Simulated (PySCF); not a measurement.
2-bromopropane (C3H7Br), SMILES CC(C)Br.

Coordinates come from a B3LYP-D3(BJ)/def2-SVP optimisation.

Calculation: PySCF with B3LYP-D3(BJ)/def2-SVP.

Frequencies are harmonic and unscaled.

Estimate the vibrational spectrum. (An estimate is asked for; the answer gives what the named calculation found.)


```csv
mode,ν (cm⁻¹),IR (km/mol),moving atoms (share of kinetic energy)
1,251,0.1,H 96 %
2,268,1.0,"H 73 %, C 18 %, Br 9 %"
3,288,0.8,"C 60 %, H 30 %, Br 9 %"
4,302,2.2,"H 50 %, C 32 %, Br 18 %"
5,408,1.8,"C 58 %, H 40 %"
6,538,18.0,"C 64 %, H 28 %, Br 8 %"
7,895,8.0,"C 65 %, H 35 %"
8,937,1.3,"H 87 %, C 13 %"
9,949,0.2,"H 69 %, C 31 %"
10,1051,9.3,"H 77 %, C 23 %"
11,1147,1.3,"C 57 %, H 43 %"
12,1172,31.0,"C 50 %, H 50 %"
13,1243,42.7,"H 77 %, C 23 %"
14,1347,1.0,"H 75 %, C 25 %"
15,1395,11.0,"H 71 %, C 29 %"
16,1403,3.8,"H 79 %, C 21 %"
17,1453,1.8,H 95 %
18,1458,0.5,H 96 %
19,1463,9.6,H 96 %
20,1479,5.2,H 96 %
21,3025,10.0,H 97 %
22,3030,24.7,H 97 %
23,3099,1.1,"H 92 %, C 8 %"
24,3107,1.8,"H 91 %, C 9 %"
25,3116,25.8,"H 91 %, C 9 %"
26,3138,8.1,"H 90 %, C 10 %"
27,3141,17.5,"H 91 %, C 9 %"
```
